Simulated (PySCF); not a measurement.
# As⁺ (arsenic, charge +1) across methods

[Ar] 3d10 4s2 4p1 5s1, high-spin 3P determinant (an excited configuration). Computed with PySCF 2.14 in aug-cc-pVQZ-DK (8s7p5d3f2g, 93 functions), with the spin-free X2C one-electron Hamiltonian (Gaussian nucleus).

| method | E (hartree) | mean ε 4s β (eV) | mean ε 4p α (eV) | mean ε 5s α (eV) | Σ⟨r²⟩ (bohr²) | ⟨S²⟩ |
| --- | --- | --- | --- | --- | --- | --- |
| PBE0 | -2259.728 | -27.775 | -18.633 | -7.559 | 48.63 | 2.003 |
| B3LYP | -2260.049 | -27.842 | -18.291 | -7.407 | 48.48 | 2.002 |
| BHandHLYP | -2259.976 | -29.048 | -19.733 | -7.767 | 49.08 | 2.003 |
| MN15 | -2261.483 | -28.463 | -19.416 | -7.812 | 48.58 | 2.003 |
| PBE | -2259.696 | -26.607 | -17.295 | -7.132 | 48.19 | 2.002 |
| r2SCAN | -2259.963 | -26.996 | -17.813 | -7.110 | 48.81 | 2.004 |
| HSE06 | -2259.728 | -27.513 | -18.205 | -7.233 | 48.60 | 2.002 |
| UHF | -2258.32317 | -30.193 | -22.012 | -8.445 | 50.82 | 2.009 |
| LDA | -2256.554 | -27.051 | -17.333 | -7.176 | 48.06 | 2.001 |

The outer electron is Rydberg-like, and this basis confines it to a smaller radius and binds it less than a complete one would.
